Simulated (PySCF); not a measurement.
A structure optimised at PBE-D3(BJ)/def2-SVP, used in a PySCF frequency run:

```xyz
8

In     0.3311     0.0709     0.0000
F      1.9262     1.2359     0.0000
Cl    -1.6708     1.3316     0.0000
C      0.2904    -2.0644     0.0000
C     -0.8907    -2.7077     0.0000
H      1.2469    -2.6138     0.0000
H     -0.9422    -3.8121     0.0000
H     -1.8575    -2.1755     0.0000
```
Charge 0, spin multiplicity 1.

Task: Write its SMILES, formula and point group.

Result: C=[CH][In]([F])[Cl], C2H3ClFIn, Cs

Task: What are its rotational constants (standard atomic weights)?

Result: 2.5546, 1.9617, 1.1096 GHz
